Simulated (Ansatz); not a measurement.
`O=C[SiH2][SiH2][SiH3]` + `O[CH2][GeH3]` → `O[CH2][GeH2][SiH3]` + `O=C[SiH2][SiH3]`  (formal exchange of groups at the Si–Si bond)

Gas-phase electronic energies from Ansatz, PBE0-D4/def2-TZVP geometries. CCSD(T)/CBS is the MP2 limit (def2-TZVPP, def2-QZVPP) plus CCSD(T) − MP2 in def2-TZVPP, frozen cores. Functionals use def2-TZVPP. For Ge outer-core shells are correlated without core-valence functions, which leaves a few kJ/mol of doubt a bond. Scalar relativity is left out up to krypton. One conformer a species, not always the lowest.

```csv
level,ΔE (eV)
r2SCAN,-0.06
SCS-MP2/def2-TZVPP,-0.07
MP2/def2-QZVPP,-0.07
MP2/CBS(def2),-0.07
```

Problem. What does CCSD(T)/CBS give? (Estimate.)

Solution. Computed: -0.05 eV. The listed levels differ from it by -0.01, -0.02, -0.02, -0.02 eV.

Largest T1 diagnostic among the species: 0.016.

The D4 term adds +0.06 eV with B3LYP and +0.03 eV with PBE0; it sums over pairs of atoms, weighted by their polarisabilities, and B3LYP, whose exchange is more repulsive, gets the larger term.

B3LYP here is the variant with VWN-RPA as its local correlation; programs differ in this.
